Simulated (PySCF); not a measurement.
**Working out the excitation energy of Kr⁺**

Kr⁺ [Ar] 3d10 4s2 4p5 (2P) → Kr⁺ [Ar] 3d10 4s1 4p6 (2S). Calculation: PySCF 2.14, in x2c-TZVPPall; the spin-free X2C one-electron Hamiltonian (Gaussian nucleus). Frozen: [Ar] 3d10. Energies in hartree (1 hartree = 27.21139 eV):

```tsv
part	Kr⁺ (lower)	Kr⁺ (upper)
UHF	-2787.699412	-2787.044133
CCSD correlation	-0.157432	-0.296458
(T)	-0.004045	-0.029931
```

Task: What does Hartree-Fock give?

Result: (-2787.044133) − (-2787.699412) = 0.655279 hartree = 17.831 eV.

Task: What do CCSD and CCSD(T) give?

Result: The CCSD correlation energies differ by -0.139026 hartree = -3.783 eV and the triples by -0.025886 hartree = -0.704 eV, so CCSD gives 14.048 eV and CCSD(T) 13.344 eV.

Measured between the centres of the two terms (NIST): 13.292 eV, so CCSD(T) (valence) is off by 0.052 eV.

The coupled-cluster amplitudes are large, so a single reference is strained.

What remains against the reference includes basis incompleteness, the frozen core and higher excitations.
